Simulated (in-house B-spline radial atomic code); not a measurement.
## Ionising the antimony ion Sb⁷⁺ with different functionals

Computed with a B-spline radial code for spherical atoms: non-relativistic Hamiltonian, point nucleus, spin-polarised at highest spin, spherical fractional occupations for the functionals, and exact exchange of hybrids averaged over the configuration. The ionisation energy is the difference of two self-consistent energies, [Kr] 4d8 → [Kr] 4d7, without Breit or QED terms; ε is the level of the shell that loses the electron (its least bound occupied spin orbital). There is no spin-orbit coupling in this Hamiltonian.

```json
{"method": "PBE0", "rung": "global hybrid", "ΔSCF (eV)": "142.38", "-ε(4d) (eV)": "134.66"}
{"method": "B3LYP", "rung": "global hybrid", "ΔSCF (eV)": "142.39", "-ε(4d) (eV)": "134.05"}
{"method": "TPSSh", "rung": "global hybrid", "ΔSCF (eV)": "142.30", "-ε(4d) (eV)": "132.76"}
{"method": "M06-2X", "rung": "global hybrid", "ΔSCF (eV)": "142.45", "-ε(4d) (eV)": "138.15"}
{"method": "BHandHLYP", "rung": "global hybrid", "ΔSCF (eV)": "142.14", "-ε(4d) (eV)": "137.48"}
{"method": "r2SCAN0", "rung": "global hybrid", "ΔSCF (eV)": "142.41", "-ε(4d) (eV)": "134.81"}
{"method": "B97-1", "rung": "global hybrid", "ΔSCF (eV)": "?", "-ε(4d) (eV)": "?"}
{"method": "HSE06", "rung": "range-separated hybrid", "ΔSCF (eV)": "142.33", "-ε(4d) (eV)": "134.20"}
{"method": "wB97X", "rung": "range-separated hybrid", "ΔSCF (eV)": "?", "-ε(4d) (eV)": "?"}
{"method": "CAM-B3LYP", "rung": "range-separated hybrid", "ΔSCF (eV)": "142.33", "-ε(4d) (eV)": "136.03"}
{"method": "LC-wPBE", "rung": "range-separated hybrid", "ΔSCF (eV)": "142.40", "-ε(4d) (eV)": "137.16"}
```

Question: What does B97-1 give?

Answer: ΔSCF 142.41 eV, and -ε(4d) = 134.15 eV.

Question: What does wB97X give?

Answer: ΔSCF 142.22 eV, and -ε(4d) = 137.00 eV.

Question: Among the functionals, which spreads more, the ΔSCF values or the orbital energies?

Answer: The orbital energies: ΔSCF values span about 0.31 eV and the orbital energies 5.38 eV; here energy differences depend much less on the functional than eigenvalues do.

Question: How do they compare with the NIST value?

Answer: NIST lists 139 eV ± 2.1 (tabulated theory, ground level to ground level). Errors run from +3.14 to +3.45 eV; all lie within about twice that uncertainty, so the table can't rank the methods.
